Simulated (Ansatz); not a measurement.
Ge₁₇H₂₄, a nanocrystal cut from cubic germanium, relaxed as a singlet with RKS r2SCAN-D4/def2-SVP in Ansatz, starting from the GFN2-xTB geometry. Force threshold 0.03 eV/Å.

Single mean-field runs in def2-SVP are fitted with def2-universal-jkfit.

Start:

```xyz
41

Ge   -3.736    1.213    2.605
Ge   -0.998   -2.461    1.850
Ge    0.895    0.552   -4.132
Ge    1.068   -2.417   -1.505
Ge   -1.454    0.671   -0.788
Ge    0.286    1.162    2.836
Ge    2.600    1.060   -0.574
Ge    2.806   -1.879    2.145
Ge   -3.558    1.402    0.216
Ge   -1.231    1.220   -3.168
Ge   -1.062   -1.759   -0.477
Ge   -1.791    1.965    3.788
Ge    0.677   -1.235    3.097
Ge    1.155   -1.836   -3.858
Ge    2.665    1.675   -2.923
Ge    2.867   -1.350   -0.222
Ge    0.448    1.685    0.442
H    -4.995    1.894    3.103
H    -3.996   -0.240    2.954
H    -0.685   -3.948    1.895
H    -2.375   -2.406    2.496
H     0.934    0.941   -5.616
H     1.213   -3.940   -1.365
H     1.440    1.888    3.547
H     3.702    1.816    0.185
H     3.080   -3.358    2.365
H     3.978   -1.228    2.855
H    -4.731    0.733   -0.481
H    -3.759    2.858   -0.175
H    -2.401    0.627   -3.943
H    -1.465    2.712   -3.360
H    -2.180   -2.540   -1.182
H    -1.891    1.645    5.269
H    -1.775    3.484    3.785
H     0.611   -1.644    4.573
H     0.089   -2.595   -4.630
H     2.438   -2.329   -4.505
H     4.029    1.345   -3.509
H     2.593    3.183   -3.089
H     4.216   -1.774   -0.817
H     0.294    3.211    0.313
```

| step | energy (eV) | largest force component (eV/Å) | SCF passes |
| --- | --- | --- | --- |
| 1 | -961089.9592 | 0.680 | 18 |
| 2 | -961090.1871 | 0.381 | 20 |
| 3 | -961090.2690 | 0.098 | 19 |
| 4 | -961090.2830 | 0.021 | 19 |
| 5 | -961090.2862 | 0.045 | 19 |
| 6 | -961090.2865 | 0.026 | 14 |

Force components are those of the run's own axes.

End:

Cartesian coordinates in Å:
```
Ge -3.6914 1.1409 2.5688
Ge -1.0793 -2.4897 1.8292
Ge 0.8634 0.5525 -4.0571
Ge 1.0586 -2.4360 -1.4616
Ge -1.3702 0.6209 -0.7362
Ge 0.3429 1.1547 2.8016
Ge 2.5864 1.0988 -0.5252
Ge 2.7912 -1.8677 2.1097
Ge -3.4925 1.4029 0.1632
Ge -1.2753 1.2000 -3.1010
Ge -1.0851 -1.7872 -0.4988
Ge -1.7409 1.9776 3.7444
Ge 0.6278 -1.2498 3.0349
Ge 1.1443 -1.8481 -3.8188
Ge 2.6513 1.7017 -2.8799
Ge 2.8487 -1.3062 -0.2568
Ge 0.4464 1.7433 0.4406
H -4.9400 1.9025 3.0594
H -3.8966 -0.3475 2.9056
H -0.7327 -3.9932 1.8886
H -2.4654 -2.3022 2.4777
H 0.9014 0.9342 -5.5550
H 1.2309 -3.9643 -1.2943
H 1.5202 1.8389 3.5372
H 3.7206 1.8204 0.2398
H 3.0330 -3.3795 2.2997
H 3.9132 -1.1083 2.8469
H -4.6558 0.6740 -0.5406
H -3.6131 2.9039 -0.1734
H -2.4225 0.4912 -3.8510
H -1.4810 2.7215 -3.2543
H -2.2216 -2.5029 -1.2659
H -1.8350 1.6082 5.2389
H -1.7336 3.5168 3.6422
H 0.5793 -1.6245 4.5340
H 0.0231 -2.5844 -4.5804
H 2.4952 -2.2852 -4.4212
H 4.0152 1.3100 -3.4849
H 2.4842 3.2273 -3.0335
H 4.2050 -1.7369 -0.8628
H 0.2495 3.2711 0.2905
```

By distances, no bond broke or formed. The bond that changes most is Ge5–Ge11, from 2.48 to 2.44 Å (atoms count from 1).

The force fell under the threshold at step 4, but the optimiser went on and released 0.004 eV more. No frequencies were taken in this run, so the end may be a saddle point.

It took 18 s on 11 threads of AMD EPYC 7R13 on a shared host and a whole NVIDIA H100 80GB HBM3, peak host memory 1.4 GiB.
